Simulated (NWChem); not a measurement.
System: AlH$_{2}$SOF; SMILES [OH][Al]([F])[SH]

Here is an NWChem input.

```
start job
memory heap 200 mb stack 900 mb global 1100 mb
geometry units angstroms noautosym nocenter noautoz
  Al     0.085722    -0.423319     0.000000
  F     -1.219056    -1.449144     0.000000
  O      1.670445    -1.005142     0.000000
  H      1.945329    -1.923070     0.000000
  S     -0.250991     1.712810     0.000000
  H      1.079684     1.957263     0.000000
end
basis spherical
  * library def2-svp
end
dft
  xc hfexch
  iterations 150
end
property
  efieldgrad
end
task dft property
```

NWChem printed, in part:

```
             Northwest Computational Chemistry Package (NWChem) 7.3.0
             --------------------------------------------------------

                             Geometry "geometry" -> ""
                             -------------------------

 Output coordinates in angstroms (scale by  1.889725989 to convert to a.u.)

  No.       Tag          Charge          X              Y              Z
 ---- ---------------- ---------- -------------- -------------- --------------
    1 Al                  13.0000     0.08572200    -0.42331900     0.00000000
    2 F                    9.0000    -1.21905600    -1.44914400     0.00000000
    3 O                    8.0000     1.67044500    -1.00514200     0.00000000
    4 H                    1.0000     1.94532900    -1.92307000     0.00000000
    5 S                   16.0000    -0.25099100     1.71281000     0.00000000
    6 H                    1.0000     1.07968400     1.95726300     0.00000000

 Effective nuclear repulsion energy (a.u.)     199.6261736681

  xc_inp: hfexch multiplicative factor not found.
                              NWChem Property Module
                              ----------------------

  itol2e modified to match energy
  convergence criterion.

                                 NWChem DFT Module
                                 -----------------

 Summary of "ao basis" -> "ao basis" (spherical)
 ------------------------------------------------------------------------------
       Tag                 Description            Shells   Functions and Types
 ---------------- ------------------------------  ------  ---------------------
 Al                         def2-svp                 8       18   4s3p1d
 F                          def2-svp                 6       14   3s2p1d
 O                          def2-svp                 6       14   3s2p1d
 H                          def2-svp                 3        5   2s1p
 S                          def2-svp                 8       18   4s3p1d

  itol2e modified to match energy
  convergence criterion.

            General Information
            -------------------
          SCF calculation type: DFT
          Wavefunction type:  closed shell.
          No. of atoms     :     6
          No. of electrons :    48
           Alpha electrons :    24
            Beta electrons :    24
          Charge           :     0
          Spin multiplicity:     1
          Use of symmetry is: off; symmetry adaption is: off
          Maximum number of iterations: 150
          AO basis - number of functions:    74
                     number of shells:    34
          Convergence on energy requested:  1.00D-07
          Convergence on density requested:  1.00D-05
          Convergence on gradient requested:  5.00D-04

              XC Information
              --------------
                     Hartree-Fock (Exact) Exchange  1.000

      Superposition of Atomic Density Guess
      -------------------------------------

 Sum of atomic energies:        -814.12095892

      Non-variational initial energy
      ------------------------------

 Total energy =    -814.754304
 1-e energy   =   -1526.207654
 2-e energy   =     511.827176
 HOMO         =      -0.338292
 LUMO         =      -0.033375

   convergence    iter        energy       DeltaE   RMS-Dens  Diis-err
 ---------------- ----- ----------------- --------- --------- ---------
 d= 0,ls=0.0,diis     1   -814.6590156751 -1.01D+03  9.62D-03  8.70D-01
 d= 0,ls=0.0,diis     2   -814.7274727785 -6.85D-02  3.45D-03  3.23D-01
 d= 0,ls=0.0,diis     3   -814.7554055256 -2.79D-02  8.62D-04  3.06D-03
 d= 0,ls=0.0,diis     4   -814.7561936604 -7.88D-04  2.67D-04  1.93D-04
 d= 0,ls=0.0,diis     5   -814.7562569733 -6.33D-05  7.89D-05  2.00D-05
  Resetting Diis
 d= 0,ls=0.0,diis     6   -814.7562625917 -5.62D-06  2.90D-05  3.05D-06
 d= 0,ls=0.0,diis     7   -814.7562633110 -7.19D-07  6.24D-06  2.04D-07
 d= 0,ls=0.0,diis     8   -814.7562633580 -4.70D-08  2.43D-06  5.56D-08

         Total DFT energy =     -814.756263358017
      One electron energy =    -1529.473936963874
           Coulomb energy =      577.499538559302
    Exchange-Corr. energy =      -62.408038621562
 Nuclear repulsion energy =      199.626173668117

 Numeric. integr. density =        0.000000000000

                       DFT Final Molecular Orbital Analysis
                       ------------------------------------

 Vector   22  Occ=2.000000D+00  E=-5.194243D-01
              MO Center=  1.6D+00, -9.8D-01,  3.5D-15, r^2= 8.5D-01
   Bfn.  Coefficient  Atom+Function         Bfn.  Coefficient  Atom+Function
  ----- ------------  ---------------      ----- ------------  ---------------
    38      0.591214  3 O  pz                41      0.480374  3 O  pz
    13      0.077983  1 Al pz                10      0.075056  1 Al pz
    17     -0.061990  1 Al d  1              24      0.060511  2 F  pz
    27     -0.051594  2 F  pz                 7     -0.050855  1 Al pz
    61      0.026789  5 S  pz

 Vector   23  Occ=2.000000D+00  E=-4.538461D-01
              MO Center= -2.3D-01,  1.6D+00, -1.1D-15, r^2= 1.9D+00
   Bfn.  Coefficient  Atom+Function         Bfn.  Coefficient  Atom+Function
  ----- ------------  ---------------      ----- ------------  ---------------
    63      0.461778  5 S  py                60      0.348890  5 S  py
    62     -0.234830  5 S  px                54      0.200047  5 S  s
    57      0.200938  5 S  py                 3     -0.197969  1 Al s
     9     -0.172701  1 Al py                59     -0.172537  5 S  px
    55      0.168859  5 S  s                 53     -0.131158  5 S  s

 Vector   24  Occ=2.000000D+00  E=-3.912310D-01
              MO Center= -2.0D-01,  1.6D+00, -2.3D-15, r^2= 1.7D+00
   Bfn.  Coefficient  Atom+Function         Bfn.  Coefficient  Atom+Function
  ----- ------------  ---------------      ----- ------------  ---------------
    64      0.645608  5 S  pz                61      0.421531  5 S  pz
    58      0.242138  5 S  pz                13      0.081844  1 Al pz
    38     -0.063790  3 O  pz                41     -0.062476  3 O  pz
    10      0.060591  1 Al pz                15      0.060245  1 Al d -1
     7     -0.038226  1 Al pz                24      0.033028  2 F  pz

 Vector   25  Occ=0.000000D+00  E= 8.499579D-02
              MO Center=  2.0D-01, -5.4D-01,  2.5D-15, r^2= 5.6D+00
   Bfn.  Coefficient  Atom+Function         Bfn.  Coefficient  Atom+Function
  ----- ------------  ---------------      ----- ------------  ---------------
     4      1.537486  1 Al s                 55     -0.470941  5 S  s
    35     -0.425343  3 O  s                 63      0.312280  5 S  py
     3     -0.266216  1 Al s                 21     -0.263784  2 F  s
    54     -0.139230  5 S  s                  2      0.122834  1 Al s
    48      0.117594  4 H  s                 62     -0.116694  5 S  px

 Vector   26  Occ=0.000000D+00  E= 1.131977D-01
              MO Center=  6.3D-02, -3.4D-01, -8.6D-14, r^2= 4.7D+00
   Bfn.  Coefficient  Atom+Function         Bfn.  Coefficient  Atom+Function
  ----- ------------  ---------------      ----- ------------  ---------------
    13      0.977088  1 Al pz                64     -0.351841  5 S  pz
    41     -0.231263  3 O  pz                10      0.193432  1 Al pz
    27     -0.175175  2 F  pz                38     -0.162332  3 O  pz
    24      0.140045  2 F  pz                 7     -0.135041  1 Al pz
    61     -0.125530  5 S  pz                58     -0.075291  5 S  pz

 Vector   27  Occ=0.000000D+00  E= 1.623132D-01
              MO Center=  5.0D-01,  9.1D-01, -6.8D-14, r^2= 5.7D+00
   Bfn.  Coefficient  Atom+Function         Bfn.  Coefficient  Atom+Function
  ----- ------------  ---------------      ----- ------------  ---------------
    71      1.189923  6 H  s                 55     -1.003451  5 S  s
    62     -0.681344  5 S  px                11     -0.625945  1 Al px
    35      0.475331  3 O  s                 12      0.381498  1 Al py
     3     -0.247514  1 Al s                 70      0.233784  6 H  s
    48     -0.224326  4 H  s                 63     -0.142025  5 S  py

     Multipole analysis of the density
     ---------------------------------

     L   x y z        total         alpha         beta         nuclear
     -   - - -        -----         -----         ----         -------
     0   0 0 0     -0.000000    -24.000000    -24.000000     48.000000

     1   1 0 0      0.745395     -2.004199     -2.004199      4.753793
     1   0 1 0     -0.410686     -1.010909     -1.010909      1.611131
     1   0 0 1      0.000000      0.000000      0.000000      0.000000

     2   2 0 0    -29.183878    -89.140519    -89.140519    149.097161
     2   1 1 0     -1.905676     10.672590     10.672590    -23.250856
     2   1 0 1     -0.000000     -0.000000     -0.000000      0.000000
     2   0 2 0    -26.665100   -162.925865   -162.925865    299.186630
     2   0 1 1     -0.000000     -0.000000     -0.000000      0.000000
     2   0 0 2    -24.939380    -12.469690    -12.469690      0.000000

          -----------------------
          Electric field gradient
          -----------------------

 1 a.u. = 0.324123 10**(16) esu/cm**3  ( or statvolts/cm**2 ) = 0.97174 10**(22) v/m**2

 ------------------------------------------------------------
   Atom      X         Y         Z
 ------------------------------------------------------------
    1 Al   0.16199  -0.79996   0.00000
 ------------------------------------------------------------

 Electric field gradient in molecular frame (a.u.)
         XX             YY             ZZ             XY             XZ             YZ
 ------------------------------------------------------------------------------------------
        0.415118       0.403620      -0.818738      -0.115022      -0.000000       0.000000

 Principal components (a.u.) and orientation
 of principal axis w.r.t. absolute frame                      Asymmetry parameter eta
 --------------------------------------------------------------------------------------
       -0.818738       0.524534       0.294204                       0.281324

        0.000000       0.724541       0.689232
        0.000000      -0.689232       0.724541
        1.000000       0.000000       0.000000

 ------------------------------------------------------------
   Atom      X         Y         Z
 ------------------------------------------------------------
    2 F   -2.30368  -2.73849   0.00000
 ------------------------------------------------------------

 Electric field gradient in molecular frame (a.u.)
         XX             YY             ZZ             XY             XZ             YZ
 ------------------------------------------------------------------------------------------
       -0.252060      -0.000182       0.252242      -0.510715      -0.000000       0.000000

 Principal components (a.u.) and orientation
 of principal axis w.r.t. absolute frame                      Asymmetry parameter eta
 --------------------------------------------------------------------------------------
       -0.652135       0.399893       0.252242                       0.226413

        0.787217      -0.616676       0.000000
        0.616676       0.787217      -0.000000
        0.000000       0.000000       1.000000

 ------------------------------------------------------------
   Atom      X         Y         Z
 ------------------------------------------------------------
    3 O    3.15668  -1.89944   0.00000
 ------------------------------------------------------------

 Electric field gradient in molecular frame (a.u.)
         XX             YY             ZZ             XY             XZ             YZ
 ------------------------------------------------------------------------------------------
        0.222231      -1.073817       0.851586       0.814683      -0.000000       0.000000

 Principal components (a.u.) and orientation
 of principal axis w.r.t. absolute frame                      Asymmetry parameter eta
 --------------------------------------------------------------------------------------
       -1.466775       0.851586       0.615189                       0.161168

       -0.434447       0.000000       0.900698
        0.900698       0.000000       0.434447
        0.000000       1.000000       0.000000

 ------------------------------------------------------------
   Atom      X         Y         Z
 ------------------------------------------------------------
    4 H    3.67614  -3.63408   0.00000
 ------------------------------------------------------------

 Electric field gradient in molecular frame (a.u.)
         XX             YY             ZZ             XY             XZ             YZ
 ------------------------------------------------------------------------------------------
        0.180860      -0.440970       0.260110       0.212888       0.000000      -0.000000

 Principal components (a.u.) and orientation
 of principal axis w.r.t. absolute frame                      Asymmetry parameter eta
 --------------------------------------------------------------------------------------
       -0.506870       0.260110       0.246760                       0.026339

       -0.295708       0.000000       0.955278
        0.955278       0.000000       0.295708
        0.000000       1.000000       0.000000

 ------------------------------------------------------------
   Atom      X         Y         Z
 ------------------------------------------------------------
    5 S   -0.47430   3.23674   0.00000
 ------------------------------------------------------------

 Electric field gradient in molecular frame (a.u.)
         XX             YY             ZZ             XY             XZ             YZ
 ------------------------------------------------------------------------------------------
       -1.368577      -0.174397       1.542973      -0.774183      -0.000000       0.000000

 Principal components (a.u.) and orientation
 of principal axis w.r.t. absolute frame                      Asymmetry parameter eta
 --------------------------------------------------------------------------------------
       -1.749176       1.542973       0.206202                       0.764229

        0.897417       0.000000      -0.441183
        0.441183       0.000000       0.897417
        0.000000       1.000000       0.000000

 ------------------------------------------------------------
   Atom      X         Y         Z
 ------------------------------------------------------------
    6 H    2.04031   3.69869   0.00000
 ------------------------------------------------------------

 Electric field gradient in molecular frame (a.u.)
         XX             YY             ZZ             XY             XZ             YZ
 ------------------------------------------------------------------------------------------
       -0.224269       0.093606       0.130662      -0.064783       0.000000       0.000000

 Principal components (a.u.) and orientation
 of principal axis w.r.t. absolute frame                      Asymmetry parameter eta
 --------------------------------------------------------------------------------------
       -0.236964       0.130662       0.106302                       0.102803

        0.981333       0.000000      -0.192315
        0.192315       0.000000       0.981333
        0.000000       1.000000       0.000000
```

Level: Hartree-Fock/def2-SVP. All runs use the structure optimised with PBE0/def2-SVP. NWChem prints the field gradient with the sign opposite to the second derivative of the potential.
